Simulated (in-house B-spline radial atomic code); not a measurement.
A fraction x of an electron is removed from 4p in Te, starting from [Kr] 4d10 5s2 5p4 and keeping the highest spin. Level of theory: scalar-relativistic (X2C) OLYP, spin-polarised, spherical fractional occupations, Fermi nucleus of rms radius 4.7423 fm; calculated with a B-spline radial code for spherical atoms.

```tsv
x	E(x) - E(0) (eV)	4p down level (eV)
0	0.0000	-114.631
0.01	1.1471	-114.789
0.2	23.2451	-117.836
0.35	?	?
0.46	54.4385	-122.137
0.5	59.3375	-122.811
0.53	?	?
0.67	80.4610	-125.710
0.86	104.6585	-129.011
0.92	112.4308	-130.067
1	122.8927	-131.484
```

**Question.** What belongs in the row x = 0.35?

**Answer.** An energy change of 41.1047 eV; 4p down at -120.300 eV.

**Question.** What belongs in the row x = 0.53?

**Answer.** An energy change of 63.0294 eV; 4p down at -123.319 eV.

**Question.** Check Janak's theorem between x = 0.01 and 0.2.

**Answer.** The slope of the energy is 116.31 eV; the orbital levels give 116.31 eV (-ε of the emptying orbital, averaged over the two points).
